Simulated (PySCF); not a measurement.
C6H11O2 (doublet state).
Numbering: `[CH2:1]=[C:2]([O:3][CH3:4])[C@@H:5]([CH3:6])[CH2:7][O:8]` (hydrogens: H9, H10 on C1; H11, H12, H13 on C4; H14 on C5; H15, H16, H17 on C6; H18, H19 on C7)

Method: PySCF, UKS B3LYP, pcH-1 on C H O, non-relativistic, mean-field spin-orbit, GIAO. Geometry: GFN2-xTB, one conformer, isolated molecule. Couplings are sensitive to structure, and on GFN2-xTB geometries they can be far from those on DFT ones.

Output of the driver script. Atoms in this output count from 0.

```
UKS, coarse grid
  cycle   1  E = -385.28198556  |g| = 8.03e-01
  cycle   2  E = -375.32043432  |g| = 3.14e+00
  cycle   3  E = -385.53306155  |g| = 4.30e-01
  cycle   4  E = -385.54531815  |g| = 4.48e-01
  cycle   5  E = -385.61775330  |g| = 1.81e-01
  cycle   6  E = -385.62997894  |g| = 1.22e-01
  cycle   7  E = -385.63616704  |g| = 4.24e-02
  cycle   8  E = -385.63710797  |g| = 1.70e-02
  cycle   9  E = -385.63726974  |g| = 3.98e-03
  cycle  10  E = -385.63730613  |g| = 2.48e-03
  cycle  11  E = -385.63733170  |g| = 2.08e-03
  cycle  12  E = -385.63736788  |g| = 1.54e-03
  cycle  13  E = -385.63741082  |g| = 1.38e-03
  cycle  14  E = -385.63743568  |g| = 1.12e-03
  cycle  15  E = -385.63746912  |g| = 8.40e-04
  cycle  16  E = -385.63748393  |g| = 4.78e-04
  cycle  17  E = -385.63748804  |g| = 2.73e-04
UKS, final grid
  cycle   1  E = -385.63749504  |g| = 3.93e-04
  cycle   2  E = -385.63749491  |g| = 7.70e-04
  cycle   3  E = -385.63749521  |g| = 9.89e-05
  cycle   4  E = -385.63749527  |g| = 9.34e-05
  cycle   5  E = -385.63749538  |g| = 7.83e-05
  cycle   6  E = -385.63749553  |g| = 5.72e-05
  cycle   7  E = -385.63749564  |g| = 4.09e-05
  cycle   8  E = -385.63749566  |g| = 1.63e-05
  cycle   9  E = -385.63749566  |g| = 1.38e-05
E = -385.63749566 Eh   <S^2> = 0.7546 (exact 0.7500)
g shifts (ppm)      1          2          3
  rmc          -273       -273       -273
  gc             -8         19         46
  oz_so          45       5690      46484
  total        -235       5437      46258
hyperfine (MHz)  atom isotope    a_iso     a_fc   dipolar eigenvalues
    0   13C       5.19       5.19     -4.29     -3.65      7.94
    1   13C      -1.84      -1.84     -3.80      0.54      3.26
    2   17O      -4.94      -4.94     -2.15      0.51      1.64
    3   13C       0.15       0.15     -0.23     -0.20      0.43
    4   13C      31.43      31.43     -7.96     -7.55     15.52
    5   13C      -3.02      -3.02     -0.77     -0.59      1.36
    6   13C     -45.08     -45.08     -8.20      2.39      5.81
    7   17O     -47.68     -47.68   -243.01    120.67    122.33
    8    1H      -2.88      -2.88     -1.38     -0.11      1.49
    9    1H      -2.15      -2.15     -2.29     -0.56      2.85
   10    1H       0.02       0.02     -0.63     -0.46      1.09
   11    1H       0.24       0.24     -0.55     -0.34      0.88
   12    1H      -0.34      -0.34     -0.66     -0.44      1.10
   13    1H       1.28       1.28     -5.73     -1.31      7.04
   14    1H       4.58       4.58     -1.32     -1.25      2.57
   15    1H       0.37       0.37     -1.95     -1.88      3.84
   16    1H       2.64       2.64     -3.59     -3.49      7.08
   17    1H      34.76      34.76     -6.78     -4.06     10.85
   18    1H     334.82     334.82     -8.27     -4.51     12.78
```

Problem. The run flagged its g tensor. What set off the flag, and which results does it touch?

Solution. The largest g shift is +0.046, past the limit of 0.03 at which the run flags a species of elements up to argon. The orbital-Zeeman/spin–orbit term is second order, a sum of spin–orbit matrix elements over excitation energies, so it grows and becomes less reliable as an excited state comes close; a shift of this size calls for a check with another method. The contact and dipolar couplings don't rest on that expansion, but they belong to the state that the SCF found, and a close-lying state with the spin in another orbital would have other couplings; no stability test was run.

Hardware: one thread of an Arm Neoverse V2, no GPU, shared host with 32 logical CPUs at a one-minute load of 16. Cost: 1.7 min of wall time (with the writing of density and orbital grids), 0.97 GiB resident at most.
